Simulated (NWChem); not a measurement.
All runs are NWChem calculations. System: diselenium (Se$_{2}$), charge 0, spin multiplicity 3, at a geometry optimised with UB3LYP/def2-SVP. Its SCF solution wasn't tested for a lower state. Level: UHF/def2-TZVP.

Input file:

```
start mol
memory heap 200 mb stack 900 mb global 1100 mb
geometry units angstroms nocenter noautoz
  Se     0.000000     0.000000     1.096133
  Se     0.000000     0.000000    -1.096133
  symmetry group D2h
end
basis spherical
  * library def2-tzvp
end
scf
  uhf
  nopen 2
  maxiter 100
  thresh 1e-7
  semidirect memsize 60000000 filesize 0
  # guess.movecs holds the orbitals of an unrestricted PBE0 run
  vectors input guess.movecs output mol.movecs
end
task scf energy
```

Part of the output:

```
             Northwest Computational Chemistry Package (NWChem) 7.3.0
             --------------------------------------------------------

                                NWChem Input Module
                                -------------------

 Scaling coordinates for geometry "geometry" by  1.889725989
 (inverse scale =  0.529177249)

 Turning off AUTOSYM since
 SYMMETRY directive was detected!

                             Geometry "geometry" -> ""
                             -------------------------

 Output coordinates in angstroms (scale by  1.889725989 to convert to a.u.)

  No.       Tag          Charge          X              Y              Z
 ---- ---------------- ---------- -------------- -------------- --------------
    1 Se                  34.0000     0.00000000     0.00000000     1.09613300
    2 Se                  34.0000     0.00000000     0.00000000    -1.09613300

 Effective nuclear repulsion energy (a.u.)     279.0395416631

            Nuclear Dipole moment (a.u.)
            ----------------------------
        X                 Y               Z
 ---------------- ---------------- ----------------
     0.0000000000     0.0000000000     0.0000000000

      Symmetry information
      --------------------

 Group name             D2h
 Group number             26
 Group order               8
 No. of unique centers     1

      Symmetry unique atoms

     1


 Summary of "ao basis" -> "" (spherical)
 ------------------------------------------------------------------------------
       Tag                 Description            Shells   Functions and Types
 ---------------- ------------------------------  ------  ---------------------
 *                         def2-tzvp                  on all atoms

 Summary of "ao basis" -> "ao basis" (spherical)
 ------------------------------------------------------------------------------
       Tag                 Description            Shells   Functions and Types
 ---------------- ------------------------------  ------  ---------------------
 Se                        def2-tzvp                16       48   6s5p4d1f
[...]
    11     -0.216516  1 Se py                59      0.216516  2 Se py
    14      0.194188  1 Se py                62     -0.194188  2 Se py

 Vector   36  Occ=0.000000D+00  E= 1.027745D-01  Symmetry=b1u
              MO Center=  3.3D-19,  1.7D-18,  1.0D-15, r^2= 6.1D+00
   Bfn.  Coefficient  Atom+Function         Bfn.  Coefficient  Atom+Function
  ----- ------------  ---------------      ----- ------------  ---------------
    21     -0.993789  1 Se pz                69     -0.993789  2 Se pz
     6      0.917232  1 Se s                 54     -0.917232  2 Se s
    18     -0.253296  1 Se pz                66     -0.253296  2 Se pz
    12      0.163391  1 Se pz                60      0.163391  2 Se pz

 center of mass
 --------------
 x =   0.00000000 y =   0.00000000 z =   0.00000000

 moments of inertia (a.u.)
 ------------------
         677.223303819189           0.000000000000           0.000000000000
           0.000000000000         677.223303819189           0.000000000000
           0.000000000000           0.000000000000           0.000000000000

  Mulliken analysis of the total density
  --------------------------------------

    Atom       Charge   Shell Charges
 -----------   ------   -------------------------------------------------------
    1 Se  34    34.00   2.00  2.00  1.17  0.78  1.01  0.95  6.00  5.93  0.91  2.18  0.96  8.97  1.04  0.02  0.09  0.01
    2 Se  34    34.00   2.00  2.00  1.17  0.78  1.01  0.95  6.00  5.93  0.91  2.18  0.96  8.97  1.04  0.02  0.09  0.01

  Mulliken analysis of the alpha density
  --------------------------------------

    Atom       Charge   Shell Charges
 -----------   ------   -------------------------------------------------------
    1 Se  34    17.50   1.00  1.00  0.58  0.39  0.52  0.47  3.00  2.97  0.58  1.40  0.54  4.48  0.52  0.01  0.03  0.00
    2 Se  34    17.50   1.00  1.00  0.58  0.39  0.52  0.47  3.00  2.97  0.58  1.40  0.54  4.48  0.52  0.01  0.03  0.00

   Mulliken analysis of the beta density
   -------------------------------------

    Atom       Charge   Shell Charges
 -----------   ------   -------------------------------------------------------
    1 Se  34    16.50   1.00  1.00  0.58  0.39  0.50  0.48  3.00  2.96  0.32  0.78  0.42  4.49  0.52  0.01  0.05  0.01
    2 Se  34    16.50   1.00  1.00  0.58  0.39  0.50  0.48  3.00  2.96  0.32  0.78  0.42  4.49  0.52  0.01  0.05  0.01

   Mulliken analysis of the spin density
   -------------------------------------

    Atom       Charge   Shell Charges
 -----------   ------   -------------------------------------------------------
    1 Se  34     1.00  -0.00  0.00  0.00 -0.00  0.02 -0.01  0.00  0.01  0.26  0.62  0.13 -0.01  0.00  0.00 -0.02 -0.00
    2 Se  34     1.00  -0.00  0.00  0.00 -0.00  0.02 -0.01  0.00  0.01  0.26  0.62  0.13 -0.01  0.00  0.00 -0.02 -0.00

       Multipole analysis of the density wrt the origin
       ------------------------------------------------

     L   x y z        total         alpha         beta         nuclear
     -   - - -        -----         -----         ----         -------
     0   0 0 0     -0.000000    -35.000000    -33.000000     68.000000

     1   1 0 0     -0.000000     -0.000000      0.000000      0.000000
     1   0 1 0      0.000000      0.000000      0.000000      0.000000
     1   0 0 1     -0.000000      0.000000     -0.000000      0.000000

     2   2 0 0    -27.693839    -15.961991    -11.731848      0.000000
     2   1 1 0      0.000000      0.000000      0.000000      0.000000
     2   1 0 1      0.000000      0.000000     -0.000000      0.000000
     2   0 2 0    -27.693839    -15.961991    -11.731848      0.000000
     2   0 1 1     -0.000000     -0.000000      0.000000      0.000000
     2   0 0 2    -24.927963   -165.386616   -151.306278    291.764931

 Task  times  cpu:        1.5s     wall:        1.5s

 Total times  cpu:        1.5s     wall:        1.5s
```
